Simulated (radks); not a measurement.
Results of a calculation; reference values are marked as such.
Problem. Valence configurations of Ir+ (all share [Xe]). Level of theory: scalar-relativistic Kohn-Sham, PBE, spin-polarised, spherical densities, finite nucleus; open shells are filled with parallel spins first (spin-orbit coupling, left out, can overturn this in heavy ions); Fermi nuclear charge, rms radius 5.4032 fm (a radial shooting solver on a logarithmic mesh with Libxc functionals). Order these by energy: 4f13 5d7 6s0.5 6p1.5; 4f14 5d6 6s2; 4f14 5d7 6p1; 4f14 5d8; 4f14 5d6.5 6s1.5; 4f13 5d7 6s2; 4f13.5 5d7 6s1.5; 4f13 5d7 6s1 6p1; 4f14 5d7 6s1; 4f14 5d7 6s0.5 6p0.5.

Solution. From the lowest, in eV above it: 4f14 5d7 6s1 0.000; 4f14 5d8 0.349; 4f14 5d6.5 6s1.5 0.857; 4f14 5d6 6s2 1.859; 4f14 5d7 6s0.5 6p0.5 3.330; 4f14 5d7 6p1 6.703; 4f13.5 5d7 6s1.5 30.352; 4f13 5d7 6s2 63.634; 4f13 5d7 6s1 6p1 69.153; 4f13 5d7 6s0.5 6p1.5 72.899. NIST lists [Xe] 4f14 5d7 6s1 as the ground configuration; this level of theory agrees among the configurations tried. The energies are those of spherical high-spin densities, not of single terms.
